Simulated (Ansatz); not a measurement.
Reaction (redistribution): `[BH]1[SiH2][GeH2]1` + `CC(C)O[Si]F` → `F[B]1[SiH2][GeH2]1` + `CC(C)O[SiH]`

Gas-phase electronic energies from Ansatz, PBE0-D4/def2-TZVP geometries. CCSD(T)/CBS is the MP2 limit (def2-TZVPP, def2-QZVPP) plus CCSD(T) − MP2 in def2-TZVPP, frozen cores. Functionals use def2-TZVPP. B3LYP here is the variant with VWN-RPA as its local correlation; programs differ in this. For Ge outer-core shells are correlated without core-valence functions, which leaves a few kJ/mol of doubt a bond. Scalar relativity is left out up to krypton. One conformer a species, not always the lowest.

Task: Is it downhill or uphill in electronic energy at CCSD(T)/CBS, and by how much? (An estimate is asked.)

Result: Computed: Uphill: ΔE = +29.2 kcal/mol.

Task: What do these levels give: r2SCAN-D4, B3LYP-D4, ωB97X-V, PBE, B3LYP, HF/def2-TZVPP, MP2/def2-TZVPP, CCSD(T)/def2-TZVPP, HF/def2-QZVPP, MP2/def2-QZVPP, SCS-MP2/def2-QZVPP, CCSD/CBS(def2)? (Estimate.)

Result: Ansatz gave: r2SCAN-D4 27.1, B3LYP-D4 28.1, ωB97X-V 26.5, PBE 25.9, B3LYP 28.0, HF/def2-TZVPP 26.2, MP2/def2-TZVPP 31.4, CCSD(T)/def2-TZVPP 28.3, HF/def2-QZVPP 26.7, MP2/def2-QZVPP 32.2, SCS-MP2/def2-QZVPP 30.9, CCSD/CBS(def2) 28.8 kcal/mol.

Largest T1 diagnostic among the species: 0.015.

In def2-TZVPP, CCSD(T) changes the Hartree–Fock value by +2.0 kcal/mol (the triples alone add +0.5 kcal/mol) and MP2 by +5.2 kcal/mol.
